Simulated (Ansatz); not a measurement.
Z-matrix (Å, degrees):
```
Si
O 1 1.646
H 1 1.482 2 107.3
H 1 1.485 2 109.9 3 119.5
H 1 1.483 2 109.8 3 -119.7
Si 2 1.613 1 144.5 3 -168.8
O 6 1.613 2 111.4 1 85.4
Br 6 2.225 2 108.6 1 -34.1
H 6 1.468 2 109.5 1 -153.2
Si 7 1.646 6 144.3 2 -89.4
H 10 1.483 7 109.9 6 -69.9
H 10 1.482 7 107.3 6 170.4
H 10 1.485 7 109.9 6 50.9
```

The species carries charge 0 and has multiplicity 1.

Question: List the r2SCAN/def2-TZVPP orbital energies in eV (Ansatz 0.2.0). (Best estimate.)

Answer: Ansatz gave: Occupied: -13121.97, -1793.10, -1791.82, -1791.82, -1695.20, -1525.95, -1525.90, -1525.90, -516.32, -516.32, -234.86, -175.06, -174.89, -174.89, -143.29, -142.19, -142.19, -98.21, -98.16, -98.10, -97.10, -97.09, -97.02, -97.02, -97.02, -97.02, -68.91, -68.86, -68.85, -68.73, -68.73, -27.00, -26.44, -20.25, -15.78, -14.65, -12.69, -11.76, -11.35, -11.15, -10.29, -10.07, -9.95, -9.14, -8.40, -8.39, -8.17, -8.08, -7.76, -7.66. Lowest empty: -0.65, -0.18, 0.16, 0.93, 0.99, 1.01, 1.14, 1.28.
